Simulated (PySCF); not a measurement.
# Er²⁺ (erbium, charge +2): revPBE calculation

Configuration: [Xe] 4f11 5d1, one real determinant (an excited configuration). Computed with PySCF 2.14 in cc-pVDZ-X2C, with scalar relativity by spin-free X2C-1e.

| Item | Value |
| --- | --- |
| Total energy | -13085.43 hartree |
| One-electron energy | -17888.36 hartree |
| Hartree (Coulomb) energy | 5084.67 hartree |
| Exchange-correlation energy | -281.74 hartree |
| ⟨S²⟩ | 6.0010 |
| ⟨L²⟩ | 38.569 |
| Sum of ⟨r⟩ | 36.77 bohr |
| Sum of ⟨r²⟩ | 41.78 bohr² |
| Traceless quadrupole moment −½Σ⟨3z² − r²⟩ along its main axis | -4.21 e·bohr² |
| Langevin diamagnetic susceptibility | -33.1 ×10⁻⁶ cm³/mol |
| Time after the integrals | of the order of 6 core-seconds |

| shell | electrons | mean orbital energy (hartree) | spread (hartree) | rms radius, mean of both spins (bohr) |
| --- | --- | --- | --- | --- |
| 1s α | 1 | -2103.11719 | 0 | 0.0231 |
| 1s β | 1 | -2103.11679 | 0 | 0.0231 |
| 2s α | 1 | -354.03404 | 0 | 0.0935 |
| 2s β | 1 | -354.03135 | 0 | 0.0935 |
| 2p α | 3 | -313.97143 | 0.00188 | 0.0843 |
| 2p β | 3 | -313.96929 | 0.00085 | 0.0843 |
| 3s α | 1 | -80.04143 | 0 | 0.240 |
| 3s β | 1 | -79.99208 | 0 | 0.240 |
| 3p α | 3 | -67.79349 | 0.01323 | 0.241 |
| 3p β | 3 | -67.74418 | 0.01007 | 0.241 |
| 3d α | 5 | -52.10276 | 0.01719 | 0.221 |
| 3d β | 5 | -52.06453 | 0.00853 | 0.221 |
| 4s α | 1 | -16.47686 | 0 | 0.540 |
| 4s β | 1 | -16.36957 | 0 | 0.540 |
| 4p α | 3 | -12.42453 | 0.01817 | 0.574 |
| 4p β | 3 | -12.31872 | 0.01171 | 0.574 |
| 4d α | 5 | -6.90988 | 0.03240 | 0.628 |
| 4d β | 5 | -6.80537 | 0.00974 | 0.628 |
| 5s α | 1 | -2.61866 | 0 | 1.31 |
| 5s β | 1 | -2.55960 | 0 | 1.31 |
| 5p α | 3 | -1.65660 | 0.01121 | 1.55 |
| 5p β | 3 | -1.60778 | 0.02976 | 1.55 |
| 4f α | 7 | -0.92450 | 0.04304 | 0.878 |
| 4f β | 4 | -0.84929 | 0.01792 | 0.878 |
| 5d α | 1 | -0.59640 | 0 | 2.83 |

⟨L²⟩ = 38.57 against 72 for a pure L term, so this real determinant mixes terms. Spin-orbit coupling, absent here, splits the open shell strongly.

Densities and radii are taken from the X2C orbitals without a picture-change correction, which distorts them close to the nucleus.
